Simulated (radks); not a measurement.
All-electron atom: Ho LXVII in 1s1.

Method: non-relativistic Kohn-Sham, LDA (Slater exchange, Perdew-Wang correlation), spin-unpolarised, spherical densities, point nucleus; relativity is left out, which matters for an element this heavy; without spin polarisation the odd electron is poorly described; computed with a radial shooting solver on a logarithmic mesh with Libxc functionals.

Energy parts (eV):
| part | energy |
|---|---|
| total | -60898.35 |
| kinetic | 60895.07 |
| electron-nucleus | -121970.86 |
| Hartree | 568.74 |
| exchange-correlation | -391.30 |

Orbitals (lengths in bohr, moments of r in powers of bohr; <r^-3> diverges for s and p1/2):
\begin{tabular}{lrrrrr}
orbital & occ. & eigenvalue (eV) & <r^-3> & <r> & <r^4> \\ \hline
1s & 1 & -60458.94 & - & 0.02243 & 1.127e-06 \\
\end{tabular}

The highest occupied level is 1s at -60459 eV. Summed over all electrons, <r^2> = 0.0006710 bohr^2, which gives a Langevin (diamagnetic) susceptibility term of -0.000531 x 10^-6 cm^3/mol. The electron density at the nucleus is 9.545e+04 e/bohr^3.
